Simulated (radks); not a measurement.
Question: The phosphorus ion P+, configuration [He] 2s2 2p5 3s2 3p2 4p1 (not the ground configuration). Method: Dirac Kohn-Sham, PBE, spin-unpolarised, spherical densities, finite nucleus; open shells fill j = l - 1/2 first; Fermi nuclear charge, rms radius 3.1889 fm; computed with a radial shooting solver on a logarithmic mesh with Libxc functionals. Some entries of the table are withheld. Estimate them.

orbital,occ.,eigenvalue (eV),<r^2> (bohr^2),r(max) (bohr)
1s1/2,2,-2135.651,0.01443,0.06763
2s1/2,2,-212.5725,0.3051,0.4130
2p1/2,2,(1),(2),0.3453
2p3/2,3,(3),(4),0.3469
3s1/2,2,-32.2091,3.091,1.427
3p1/2,2,-21.9644,3.868,1.540
3p3/2,0,-21.8685,3.890,1.544
4p1/2,1,-5.5743,(5),(6)
4p3/2,0,-5.5620,(7),(8)

Answer: 
(1) 2p1/2 eigenvalue (eV): -165.2616
(2) 2p1/2 <r^2> (bohr^2): 0.2693
(3) 2p3/2 eigenvalue (eV): -164.2734
(4) 2p3/2 <r^2> (bohr^2): 0.2715
(5) 4p1/2 <r^2> (bohr^2): 31.73
(6) 4p1/2 r(max) (bohr): 4.876
(7) 4p3/2 <r^2> (bohr^2): 31.84
(8) 4p3/2 r(max) (bohr): 4.885
